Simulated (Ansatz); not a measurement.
Cartesian coordinates in Å:
```
O 0.473 0.773 -1.537
Mo 0.017 0.065 -0.095
O 1.709 0.075 0.678
O -1.196 1.429 0.286
O -0.574 -1.536 -0.836
Cl -0.743 -0.842 2.014
H 2.440 0.417 0.152
H -1.641 1.266 1.129
H -0.486 -1.647 -1.789
```

Charge 0, multiplicity 1. Mo: def2 effective core potential.

Q: List the ωB97M-V/def2-TZVPP orbital energies in eV (Ansatz). (An estimate is asked.)

A: The calculation gave: Occupied: -2770.69, -528.24, -527.61, -527.61, -527.38, -261.11, -198.52, -198.48, -198.48, -78.42, -51.24, -50.95, -50.93, -31.65, -31.32, -31.13, -29.91, -24.24, -18.22, -18.20, -17.57, -15.91, -15.61, -15.16, -14.46, -14.08, -13.21, -13.14, -12.76, -12.65, -11.20, -10.65, -10.63. Lowest empty: -1.40, -1.35, 0.06, 0.12, 0.75, 1.54, 1.56, 2.12.
